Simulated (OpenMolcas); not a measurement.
# Ta4+: moving or changing the point charges

Ta4+ among 6 point charges of -1.7 e arranged as an octahedron (Oh), 2.24 Å from the ion.
```
   2.2400    0.0000    0.0000  -1.70
   0.0000    2.2400    0.0000  -1.70
  -2.2400    0.0000    0.0000  -1.70
   0.0000   -2.2400    0.0000  -1.70
   0.0000    0.0000    2.2400  -1.70
   0.0000    0.0000   -2.2400  -1.70
```

| Property | Result |
| --- | --- |
| Program | OpenMolcas |
| Method | SS-CASPT2, IPEA 0.25 Eh, imaginary shift 0.1 Eh (closed shells correlated: 4f 5s 5p) |
| Basis | ANO-RCC-VDZP [7s6p4d2f1g] |
| Scalar Hamiltonian | DKH2, point nucleus |
| Active space | 1 electron in 5 orbitals (5d) |
| State averaging | 2S+1 = 2 even, 5 roots |
| Spin-orbit coupling | state interaction with AMFI integrals over the reference wave functions |

Runs around this geometry, states (labels of O, the rotations of Oh). Energies in cm-1 above the lowest state or level, χT in cm3 K/mol; under a threefold ground state the first gap can be a small split of the lowest multiplet, not the spin-orbit step; 10Dq is the gap between the two states.

| R (Å) | q (e) | Ground state | First state of that spin | 10Dq | First gap with spin-orbit (degeneracies) | χT at 300 K |
| --- | --- | --- | --- | --- | --- | --- |
| 2.07 | -1.1 | 2T2 | 2E 9590 | 9587 | 5600 (4, 2) | 0.155 |
| 1.95 | -1.7 | 2T2 | 2E 19840 | 19838 | 4440 (4, 2) | 0.079 |
| 2.24 | -1.7 | 2T2 | 2E 10620 | 10616 | 5470 (4, 2) | 0.143 |

Taking |10Dq| as R^-n, n = -ln(10616 / 19838) / ln(2.24 / 1.95) = 4.5 between the shortest and longest distance. The point-charge formula for a cubic d site gives n = 5.

Roots that are degenerate in the reference are averaged as groups; the widest CASPT2 spread within a group is 72 cm-1 (the 3-fold group of multiplicity 2 near 0 cm-1 above the lowest state of its run, R = 2.07, q = -1.1). Shifts and gaps below about the spread of the groups concerned are not significant. An orbital triplet at a regular site is open to Jahn-Teller coupling, which can distort the site and quench the lowest spin-orbit gaps and is left out. Free-ion shares, where given, are those of the reference states; single-state CASPT2 does not remix them. This field is weak: 10Dq is about 9587 cm-1, while octahedral complexes of 5d ions of charge 3 and more, computed by the same method with explicit ligands, had a median near 35000 cm-1. Ground spin and moment need not be those of a real site (figures for R = 2.07, q = -1.1; the like holds for R = 1.95, q = -1.7, R = 2.24, q = -1.7). This is an electrostatic model: the charges have no orbitals. No measured value stands beside these numbers.
